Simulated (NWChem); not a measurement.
System: CH6FNSi2; SMILES F[SiH2]/N=C\[SiH3]

The following NWChem deck was run.

```
start job
memory heap 200 mb stack 900 mb global 1100 mb
geometry units angstroms noautoz
  F      1.362968     1.469690     0.000598
  Si    -0.255468     1.683081    -0.003985
  N     -1.199114     0.249550    -0.000575
  C     -1.094312    -1.010948     0.001687
  Si     0.503321    -2.070110     0.005308
  H     -0.597268     2.418435    -1.247116
  H     -0.602712     2.428403     1.231628
  H     -2.041384    -1.597815     0.001884
  H      0.478372    -2.941603     1.220177
  H      0.477648    -2.951038    -1.202708
  H      1.708041    -1.196996     0.001558
end
basis spherical
  * library def2-svp
end
dft
  xc m06
  iterations 150
  mulliken
end
task dft energy
```

NWChem printed, in part:

```
             Northwest Computational Chemistry Package (NWChem) 7.3.0
             --------------------------------------------------------

 C1  symmetry detected

                             Geometry "geometry" -> ""
                             -------------------------

 Output coordinates in angstroms (scale by  1.889725989 to convert to a.u.)

  No.       Tag          Charge          X              Y              Z
 ---- ---------------- ---------- -------------- -------------- --------------
    1 F                    9.0000     1.34961197     1.48490877     0.00101367
    2 Si                  14.0000    -0.27020459     1.68759800    -0.00076791
    3 N                    7.0000    -1.20434535     0.24785213     0.00107401
    4 C                    6.0000    -1.09120796    -1.01192702     0.00059277
    5 Si                  14.0000     0.51339694    -2.06050261    -0.00029527
    6 H                    1.0000    -0.61869076     2.42321582    -1.24188484
    7 H                    1.0000    -0.62054799     2.42807800     1.23687972
    8 H                    1.0000    -2.03437755    -1.60504528     0.00096653
    9 H                    1.0000     0.49600103    -2.93462443     1.21281545
   10 H                    1.0000     0.49176919    -2.93910867    -1.21008018
   11 H                    1.0000     1.71231071    -1.17943259    -0.00400996

 Effective nuclear repulsion energy (a.u.)     275.5393545282

                                 NWChem DFT Module
                                 -----------------

 Summary of "ao basis" -> "ao basis" (spherical)
 ------------------------------------------------------------------------------
       Tag                 Description            Shells   Functions and Types
 ---------------- ------------------------------  ------  ---------------------
 F                          def2-svp                 6       14   3s2p1d
 Si                         def2-svp                 8       18   4s3p1d
 N                          def2-svp                 6       14   3s2p1d
 C                          def2-svp                 6       14   3s2p1d
 H                          def2-svp                 3        5   2s1p

            General Information
            -------------------
          SCF calculation type: DFT
          Wavefunction type:  closed shell.
          No. of atoms     :    11
          No. of electrons :    56
           Alpha electrons :    28
            Beta electrons :    28
          Charge           :     0
          Spin multiplicity:     1
          Use of symmetry is: off; symmetry adaption is: off
          Maximum number of iterations: 150
          AO basis - number of functions:   108
                     number of shells:    52
          Convergence on energy requested:  1.00D-06
          Convergence on density requested:  1.00D-05
          Convergence on gradient requested:  5.00D-04

              XC Information
              --------------
                          M06 Method XC Functional
                     Hartree-Fock (Exact) Exchange  0.270
                           M06 Exchange Functional  1.000
                         M06 Correlation Potential  1.000

             Grid Information
             ----------------
          Grid used for XC integration:  medium
          Radial quadrature: Mura-Knowles
          Angular quadrature: Lebedev.
          Tag              B.-S. Rad. Rad. Pts. Rad. Cut. Ang. Pts.
          ---              ---------- --------- --------- ---------
          F                   0.50       49          12.0       434
          Si                  1.10       88          12.0       590
          N                   0.65       49          10.0       434
          C                   0.70       49          10.0       434
          H                   0.35       45          14.0       434
          Grid pruning is: on
          Number of quadrature shells:   593
          Spatial weights used:  Erf1

      Superposition of Atomic Density Guess
      -------------------------------------

 Sum of atomic energies:        -771.63426621

      Non-variational initial energy
      ------------------------------

 Total energy =    -773.398224
 1-e energy   =   -1615.604236
 2-e energy   =     566.666657
 HOMO         =      -0.256514
 LUMO         =      -0.050947

     ---------------------------------------------
      Total Density - Mulliken Population Analysis
     ---------------------------------------------

    Atom       Charge   Shell Charges
 -----------   ------   -------------------------------------------------------
    1 F    9     9.59   1.99  1.15  0.78  3.52  2.14  0.00
    2 Si  14    12.93   2.00  1.99  0.92  0.20  5.93  0.95  0.68  0.26
    3 N    7     7.70   1.99  1.08  0.50  2.50  1.61  0.02
    4 C    6     5.87   1.99  0.97  0.33  1.71  0.82  0.05
    5 Si  14    13.59   2.00  1.99  1.02  0.28  5.94  1.15  1.10  0.12
    6 H    1     1.10   0.70  0.39  0.01
    7 H    1     1.10   0.70  0.39  0.01
    8 H    1     0.93   0.69  0.22  0.02
    9 H    1     1.06   0.69  0.36  0.01
   10 H    1     1.06   0.69  0.36  0.01
   11 H    1     1.07   0.69  0.36  0.01

   convergence    iter        energy       DeltaE   RMS-Dens  Diis-err
 ---------------- ----- ----------------- --------- --------- ---------
 d= 0,ls=0.0,diis     1   -774.7963115888 -1.05D+03  1.20D-02  7.24D-01
 d= 0,ls=0.0,diis     2   -774.7539354965  4.24D-02  6.49D-03  1.29D+00
 d= 0,ls=0.0,diis     3   -774.8732332453 -1.19D-01  1.68D-03  5.37D-02
 d= 0,ls=0.0,diis     4   -774.8770093939 -3.78D-03  7.96D-04  2.12D-02
 d= 0,ls=0.0,diis     5   -774.8791108456 -2.10D-03  1.83D-04  5.21D-04
  Resetting Diis
 d= 0,ls=0.0,diis     6   -774.8791647421 -5.39D-05  4.98D-05  2.79D-05
 d= 0,ls=0.0,diis     7   -774.8791681615 -3.42D-06  1.77D-05  1.41D-06
 d= 0,ls=0.0,diis     8   -774.8791681078  5.37D-08  9.49D-06  1.82D-06

         Total DFT energy =     -774.879168107821
      One electron energy =    -1619.146478495114
           Coulomb energy =      635.503254137170
    Exchange-Corr. energy =      -66.775298278108
 Nuclear repulsion energy =      275.539354528230

 Numeric. integr. density =       55.999994521484

                       DFT Final Molecular Orbital Analysis
                       ------------------------------------

 Vector   26  Occ=2.000000D+00  E=-3.630098D-01
              MO Center=  9.5D-01, -1.6D+00, -6.1D-03, r^2= 3.0D+00
   Bfn.  Coefficient  Atom+Function         Bfn.  Coefficient  Atom+Function
  ----- ------------  ---------------      ----- ------------  ---------------
   104      0.376480  11 H  s                69      0.231428   5 Si py
    99     -0.181996  10 H  s                94     -0.178279   9 H  s
    68      0.174934   5 Si px               72      0.168081   5 Si py
   105      0.163188  11 H  s                71      0.139453   5 Si px
     5     -0.135093   1 F  py               66     -0.130747   5 Si py

 Vector   27  Occ=2.000000D+00  E=-3.328273D-01
              MO Center= -5.1D-01,  8.4D-01, -5.3D-04, r^2= 5.3D+00
   Bfn.  Coefficient  Atom+Function         Bfn.  Coefficient  Atom+Function
  ----- ------------  ---------------      ----- ------------  ---------------
    79     -0.265877   6 H  s                84      0.265775   7 H  s
    38      0.256734   3 N  pz               52     -0.238702   4 C  pz
    24      0.200244   2 Si pz               80     -0.194611   6 H  s
    85      0.194584   7 H  s                41     -0.172009   3 N  pz
     6      0.167006   1 F  pz               55     -0.158791   4 C  pz

 Vector   28  Occ=2.000000D+00  E=-2.546168D-01
              MO Center= -1.0D+00, -3.0D-01,  7.3D-04, r^2= 2.7D+00
   Bfn.  Coefficient  Atom+Function         Bfn.  Coefficient  Atom+Function
  ----- ------------  ---------------      ----- ------------  ---------------
    36      0.462635   3 N  px               39     -0.377759   3 N  px
    89     -0.242151   8 H  s                50      0.206502   4 C  px
    90     -0.186911   8 H  s                63      0.170515   5 Si s
    68     -0.163717   5 Si px               49      0.154532   4 C  s
    17     -0.140973   2 Si s                71     -0.126791   5 Si px

 Vector   29  Occ=0.000000D+00  E=-5.343776D-02
              MO Center= -8.9D-01, -5.7D-01,  4.7D-04, r^2= 2.9D+00
   Bfn.  Coefficient  Atom+Function         Bfn.  Coefficient  Atom+Function
  ----- ------------  ---------------      ----- ------------  ---------------
    55      0.491507   4 C  pz               41     -0.429166   3 N  pz
    52      0.430863   4 C  pz               38      0.366903   3 N  pz
    73      0.248266   5 Si pz               95     -0.235366   9 H  s
   100      0.234421  10 H  s                27     -0.225498   2 Si pz
    80     -0.211360   6 H  s                85      0.210393   7 H  s

 Vector   30  Occ=0.000000D+00  E= 2.672533D-02
              MO Center=  4.3D-01, -1.1D+00, -4.2D-04, r^2= 5.9D+00
   Bfn.  Coefficient  Atom+Function         Bfn.  Coefficient  Atom+Function
  ----- ------------  ---------------      ----- ------------  ---------------
    49      0.907824   4 C  s                71      0.883113   5 Si px
    72     -0.739662   5 Si py               25     -0.419912   2 Si px
    54     -0.378988   4 C  py               64     -0.321399   5 Si s
    53      0.303380   4 C  px               95     -0.279719   9 H  s
   100     -0.280814  10 H  s                26      0.272336   2 Si py

[...]
```

Level: M06/def2-SVP. Geometry: optimised at PBE0/def2-SVP.
